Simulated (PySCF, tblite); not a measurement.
Compound: C5H11F2NSi.
Geometry (GFN2-xTB, Å), atoms numbered from 1 in this order:
```
atom  x, y, z in Å
C1    -0.933   -1.590   -0.254
C2    -0.162   -0.325   -0.610
N3    -1.040    0.817   -0.716
Si4   -2.319    1.230    0.359
C5     0.932   -0.078    0.424
C6     2.291   -0.686    0.246
F7     2.962   -1.135    1.342
C8     2.114    0.790    0.090
F9     2.213    1.303   -1.169
H10   -1.728   -1.750   -0.976
H11   -1.372   -1.498    0.735
H12   -0.265   -2.448   -0.264
H13    0.320   -0.468   -1.588
H14   -0.567    1.587   -1.165
H15   -3.379    0.231    0.222
H16   -1.931    1.291    1.780
H17   -2.744    2.550   -0.097
H18    0.564    0.009    1.439
H19    2.512   -1.297   -0.620
H20    2.529    1.477    0.816
```

Level of theory: PBE0/pcSseg-1 in PySCF (dipole) on a GFN2-xTB geometry, gas phase.

Take the most abundant isotopes and a rigid rotor. The values belong to one conformer with, in the numbering `[CH3:1][C@@H:2]([NH:3][SiH3:4])[CH:5]1[C@H:6]([F:7])[C@H:8]1[F:9]`, C1–C2–N3–Si4 44°, C1–C2–C5–C6 88°.

Q: What are A, B and C (MHz)?

A: Ia = 240.56, Ib = 674.85, Ic = 771.89 u·Å²; 505379 MHz·u·Å²/I gives A = 2101, B = 748.9, C = 654.7 MHz.

Q: Classify the top.

A: An asymmetric top. Ray's parameter κ = (2B − A − C)/(A − C) = -0.870; −1 is the prolate and +1 the oblate limit.

Q: What does the inertial defect say?

A: Not planar: Δ = Ic − Ia − Ib = -143.52 u·Å². For a rigid frame Δ = −2 Σ m c², so Σ m c² = 71.76 u·Å² lies off the ab plane: 17.57 from hydrogen and 54.19 from heavier atoms. The atom farthest from that plane is 2.00 Å away.

Q: List the rotational levels J(Ka,Kc) to J = 2 (MHz).

A: Above 0(0,0):
J = 1: 1(0,1) 1404, 1(1,1) 2756, 1(1,0) 2850
J = 2: 2(0,2) 4206, 2(1,2) 5469, 2(1,1) 5751, 2(2,1) 9807, 2(2,0) 9812

Q: Which lines would a microwave search look for?

A: The dipole components are |μa| = 0.39 D, |μb| = 0.16 D, |μc| = 0.18 D. The squared components, which scale the intensities, stand as 1.00 : 0.18 : 0.23 (a : b : c). Some lines, for components of 0.1 D or more:

```json
{"type": "c", "branch": "Q", "J(Ka,Kc)": "2(1,2) ← 2(0,2)", "MHz": "1263", "lower level (cm⁻¹)": "0.140"}
{"type": "b", "branch": "Q", "J(Ka,Kc)": "1(1,0) ← 1(0,1)", "MHz": "1446", "lower level (cm⁻¹)": "0.047"}
{"type": "b", "branch": "R", "J(Ka,Kc)": "1(1,1) ← 0(0,0)", "MHz": "2756", "lower level (cm⁻¹)": "0.000"}
{"type": "c", "branch": "R", "J(Ka,Kc)": "1(1,0) ← 0(0,0)", "MHz": "2850", "lower level (cm⁻¹)": "0.000"}
{"type": "b", "branch": "R", "J(Ka,Kc)": "3(0,3) ← 2(1,2)", "MHz": "2929", "lower level (cm⁻¹)": "0.182"}
{"type": "b", "branch": "Q", "J(Ka,Kc)": "3(2,1) ← 3(1,2)", "MHz": "3941", "lower level (cm⁻¹)": "0.337"}
{"type": "b", "branch": "R", "J(Ka,Kc)": "2(1,2) ← 1(0,1)", "MHz": "4065", "lower level (cm⁻¹)": "0.047"}
{"type": "a", "branch": "R", "J(Ka,Kc)": "3(1,3) ← 2(1,2)", "MHz": "4067", "lower level (cm⁻¹)": "0.182"}
{"type": "a", "branch": "R", "J(Ka,Kc)": "3(0,3) ← 2(0,2)", "MHz": "4192", "lower level (cm⁻¹)": "0.140"}
{"type": "a", "branch": "R", "J(Ka,Kc)": "3(1,2) ← 2(1,1)", "MHz": "4349", "lower level (cm⁻¹)": "0.192"}
{"type": "c", "branch": "R", "J(Ka,Kc)": "2(2,0) ← 1(1,0)", "MHz": "6962", "lower level (cm⁻¹)": "0.095"}
{"type": "b", "branch": "Q", "J(Ka,Kc)": "3(3,1) ← 3(2,2)", "MHz": "6998", "lower level (cm⁻¹)": "0.468"}
{"type": "c", "branch": "R", "J(Ka,Kc)": "2(2,1) ← 1(1,1)", "MHz": "7051", "lower level (cm⁻¹)": "0.092"}
{"type": "b", "branch": "R", "J(Ka,Kc)": "2(2,0) ← 1(1,1)", "MHz": "7056", "lower level (cm⁻¹)": "0.092"}
{"type": "b", "branch": "R", "J(Ka,Kc)": "3(2,2) ← 2(1,1)", "MHz": "8267", "lower level (cm⁻¹)": "0.192"}
{"type": "b", "branch": "R", "J(Ka,Kc)": "3(2,1) ← 2(1,2)", "MHz": "8573", "lower level (cm⁻¹)": "0.182"}
{"type": "b", "branch": "R", "J(Ka,Kc)": "3(3,1) ← 2(2,0)", "MHz": "11204", "lower level (cm⁻¹)": "0.327"}
{"type": "c", "branch": "R", "J(Ka,Kc)": "3(3,1) ← 2(2,1)", "MHz": "11209", "lower level (cm⁻¹)": "0.327"}
```

Q: Estimate the classical rotational partition function at 10 K, 100 K and 500 K.

A: Point group C1, symmetry number σ = 1; q = (√π/σ)·√((kT/h)³/(ABC)), k/h = 20836.6 MHz/K: 5250 at 10 K, 166000 at 100 K, 1860000 at 500 K.

Its GFN2-xTB frequencies are all real (lowest 35 cm⁻¹). No vibrational averaging or centrifugal distortion is included, and the geometry carries the error of its method. A rigid rotor knows nothing of inversion at nitrogen or internal rotation, which can split or shift real lines. Quadrupole hyperfine structure (14N) is left out.

The run took 33 s of wall time on an Intel Xeon 6975P-C with one thread, shared host with 128 logical CPUs at a one-minute load of 62, and the process peaked at 1.0 GiB of memory. This is the PBE0/pcSseg-1 job that gave the dipole, with the shieldings it also computed.
